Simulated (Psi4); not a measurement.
H2S, charge +1, doublet, geometry from GFN2-xTB (a state made from the parent by changing its charge; the spin is typed, not shown lowest). Base run: M06-2X/6-311G** (Psi4 1.11).

The Psi4 input:
```
memory 2 GB

molecule {
1 2
S    -0.00036152   -0.00213359    0.10390253
H    -0.03847239    1.00861520   -0.81100328
H     0.04425671   -0.97447779   -0.85143727
}

set {
  basis 6-311g**
  reference uks
}

energy('m06-2x')
print_variables()
```

Variants of this job, named by their change:

```
change                        ΔE vs base (µEh)  SCF cycles  grid points  basis functions
----------------------------  ----------------  ----------  -----------  ---------------
base                                       0.0           8        65751               38
dft_spherical_points = 434                 6.5           8        94439               38
df_basis_scf = cc-pvqz-jkfit               4.8           8        65751               38
guess = sapgau                             0.0           8        65751               38
guess = sap                                0.0           8        65751               38
dft_radial_scheme = becke                 -0.3           8        58724               38
scf_type = direct                          9.2          10        65751               38
d_convergence = 1e-10                      0.0          12        65751               38
guess = modhuckel                          0.0           9        65751               38
dft_radial_points = 99                   -22.2           8        86341               38
guess = core                               0.0          11        65751               38
basis_guess = sto-3g                       0.0           8        65751               38
e_convergence = 1e-10                      0.0          10        65751               38
```

Open shells are given as the SCF converged; they aren't shown to be the lowest states, and a large step between rows can be another state.
